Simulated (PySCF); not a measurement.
Fill in the blanks.

C2H8O2Si3.
Geometry (GFN2-xTB, Å), atoms numbered from 1 in this order:
```
atom  x, y, z in Å
C1     1.8212   -1.2616   -2.2455
C2     1.8463   -0.5532   -1.2734
Si3    1.8219    0.5114    0.2453
Si4   -0.0472    0.0206    1.4780
O5    -0.1093    1.2154    2.5789
O6    -1.4037    0.1019    0.5731
Si7   -2.2447   -0.0644   -0.7947
H8     1.8113   -1.8775   -3.0993
H9     1.9288    1.8963   -0.2543
H10    3.0782    0.2172    0.9575
H11   -0.1844   -1.2765    2.1493
H12   -0.8972    1.3868    3.0897
H13   -3.5196    0.5888   -0.5018
H14   -2.3975   -1.4948   -1.0545
H15   -1.5085    0.5975   -1.8702
```

```tsv
property	level	value
point group of the GFN2-xTB geometry	GFN2-xTB	C1
rotational constants A, B, C of the GFN2-xTB geometry	GFN2-xTB	1.482, 1.174, 0.703 GHz
dipole moment	PBE0/def2-SVPD	1.16 D
HOMO energy	PBE0/def2-SVPD	-7.78 eV
LUMO energy	PBE0/def2-SVPD	-0.56 eV
lowest singlet excitation	TDDFT PBE0/def2-SVPD	5.90 eV (210 nm, f = 0.009)
strongest line among the 8 lowest singlet transitions	TDDFT PBE0/def2-SVPD	S6 at 6.96 eV (178 nm, f = 0.033)
lowest triplet excitation (Tamm–Dancoff)	TDA PBE0/def2-SVPD	?
static isotropic polarisability	PBE0/def2-SVPD	?
electronic spatial extent ⟨r²⟩ about the centre of nuclear charge	PBE0/def2-SVPD	1617 bohr²
13C chemical shifts (computed TMS as zero) by class	GIAO PBE0/pcSseg-1	106.4 (C1), 83.5 (C2) ppm
1H chemical shifts (computed TMS as zero) by class	GIAO PBE0/pcSseg-1	?
isotropic shieldings of nuclei other than C and H, by class	GIAO PBE0/pcSseg-1	?
```

Electronic properties: PySCF, gas phase, density fitting. NMR classes are plain means over equivalent atoms (diastereotopic ones count apart unless rotation or inversion swaps them), as if these changed places fast; in this geometry the members of some classes differ.

(1) What is the lowest triplet excitation (Tamm–Dancoff)?

(2) Give the 1H chemical shifts (computed TMS as zero) by class.

(3) Give the isotropic shieldings of nuclei other than C and H, by class.

(4) What is the static isotropic polarisability?

Results:

(1) 4.93 eV.

(2) 5.60 (H11), 5.23 (H13/H14/H15), 4.38 (H9), 4.13 (H10), 2.24 (H12), 1.92 (H8) ppm.

(3) 275 (O5), 283 (O6), 369 (Si4), 393 (Si7), 459 (Si3) ppm.

(4) 105.7 au.

The rotational constants make it an asymmetric top with κ = (2B − A − C)/(A − C) = 0.21, nearer the oblate limit (+1). The largest Löwdin shares of the HOMO are 0.18 on C1, 0.17 on C2, 0.15 on Si3 and 0.14 on Si4.

One conformer stands for the species.
